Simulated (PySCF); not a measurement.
## UHF on Sb²⁺ (antimony, charge +2)

Configuration: [Kr] 4d10 5s1 5p1 6s1, high-spin 4P determinant (an excited configuration). Computed with PySCF 2.14 in aug-cc-pVTZ-PP with one added diffuse shell each of d, f type with ECP28MDF (6s5p5d3f, 67 functions), with a scalar-relativistic core potential.

```json
{"Total energy": "-237.721266 hartree", "One-electron energy": "-399.8380 hartree", "Hartree (Coulomb) energy": "179.9787 hartree", "Exchange energy": "-17.8620 hartree", "⟨S²⟩": "3.7513", "⟨L²⟩": "2.425", "Sum of ⟨r⟩": "26.13 bohr", "Sum of ⟨r²⟩": "53.43 bohr²", "Traceless quadrupole moment −½Σ⟨3z² − r²⟩ along its main axis": "-6.65 e·bohr²"}
```

| shell | electrons | mean orbital energy (hartree) | spread (hartree) | rms radius, mean of both spins (bohr) |
| --- | --- | --- | --- | --- |
| 4s α | 1 | -7.41941 | 0 | 0.849 |
| 4s β | 1 | -7.38870 | 0 | 0.849 |
| 4p α | 3 | -5.48221 | 0.00854 | 0.916 |
| 4p β | 3 | -5.46422 | 0.02638 | 0.916 |
| 4d α | 5 | -2.50720 | 0.01866 | 1.09 |
| 4d β | 5 | -2.48767 | 0.03051 | 1.09 |
| 5s α | 1 | -1.43813 | 0 | 2.17 |
| 5p α | 1 | -1.04634 | 0 | 2.59 |
| 6s α | 1 | -0.49834 | 0 | 4.86 |

Energies and moments cover only the electrons outside the core potential. The outer electron is Rydberg-like, and this basis confines it to a smaller radius and binds it less than a complete one would.
